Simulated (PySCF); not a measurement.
Ionisation energy of Cs⁴³⁺ by level of theory

Cs⁴³⁺ [Ne] 3s2 (1S) → Cs⁴⁴⁺ [Ne] 3s1 (2S), as a difference of total energies. Calculation: PySCF 2.14, in an uncontracted even-tempered set (18 s from 8.8 bohr⁻², ratio 2.5; 12 p from 11 bohr⁻², ratio 2.5; 4 d from 42 bohr⁻², ratio 2.7; 4 f from 63 bohr⁻², ratio 2.7); scalar relativity by spin-free X2C-1e. Correlated levels: outer shells: 1s2 frozen; virtual orbitals above 40 to 60 times the deepest correlated orbital energy dropped. The calculations carry no spin-orbit coupling.

| method | ionisation energy (eV) |
| --- | --- |
| UHF | 3393.1 |
| LDA | 3397.4 |
| PBE | 3399.8 |
| PBE0 | 3398.4 |
| r2SCAN | 3393.0 |
| B3LYP | 3398.5 |
| r2SCAN0 | 3393.4 |
| MP2 (outer shells) | 3396.5 |
| SCS-MP2 (outer shells) | 3396.9 |

Problem. How much does correlation contribute at MP2 (outer shells)?

Solution. 3396.5 − (3393.1) = 3.4 eV, measured against UHF.

Breit and QED terms and the two-electron picture change are absent.

For comparison: 3392 ± 4 eV (theoretical estimate listed by NIST; NIST Atomic Spectra Database, ionization energies).
